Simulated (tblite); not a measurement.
Compound: C6H10N (doublet state).
Numbering: `[CH3:1][C:2]#[C:3][C@H:4]([CH3:5])[CH:6][NH2:7]` (hydrogens: H8, H9, H10 on C1; H11 on C4; H12, H13, H14 on C5; H15 on C6; H16, H17 on N7)

The geometry is computed with GFN2-xTB (gas phase). This method treats the open shell by occupation alone, without spin polarisation.

(1) What internal coordinates does the optimisation give?

Results:

(1) 
```tsv
bond	length (Å)
C1–C2	1.449
C2≡C3	1.200
C3–C4	1.462
C4–C5	1.535
C4–C6	1.493
C6–N7	1.396
C1–H8, C1–H9, C1–H10	1.090
C4–H11	1.098
C5–H12, C5–H13, C5–H14	1.088
C6–H15	1.078
N7–H16, N7–H17	1.011
```

Bonds in one row agree within 0.01 Å and their mean is given. A selection of angles:
```tsv
angle	degrees
C2–C1–H8	110.0
H8–C1–H9	108.8
C1–C2–C3	178.7
C2–C3–C4	175.2
C3–C4–C5	110.0
C3–C4–C6	108.8
C3–C4–H11	108.3
C5–C4–C6	111.3
C5–C4–H11	109.2
C6–C4–H11	109.2
C4–C5–H12	110.1
H12–C5–H13	109.0
C4–C6–N7	118.8
C4–C6–H15	118.3
N7–C6–H15	115.0
C6–N7–H16	114.1
H16–N7–H17	112.7
```

Torsions: C3–C4–C6–N7 -88° (synclinal).

C6 (carbon bonded to C, N and H) has angles 118.8°, 118.3° and 115.0°, sum 352.0°, 0.21 Å off the plane of its three neighbours. The 5 C–C bonds span 1.200 Å (C2≡C3, drawn triple) to 1.535 Å (C4–C5, drawn single), a spread of 0.335 Å. Of the pairs four or more bonds apart, H11···H16 is among the closest relative to their van der Waals radii: 2.34 Å, 98 % of the sum of Bondi's values. N7 (nitrogen bonded to C and 2 H) is pyramidal (angles 114.4°, 114.1° and 112.7°, sum 341.2°, 0.28 Å off the plane of its three neighbours).

Point group: C1 (no symmetry element, even within 0.4 Å). Its GFN2-xTB frequencies are all real (lowest 27 cm⁻¹). Torsions: C3–C4–C6–N7 -88°, C4–C6–N7–H -40° and -172°.

Time: 0.62 s. Hardware: Arm Neoverse V1, one thread (shared host). These figures are those of the optimisation.

One conformer stands for the species.
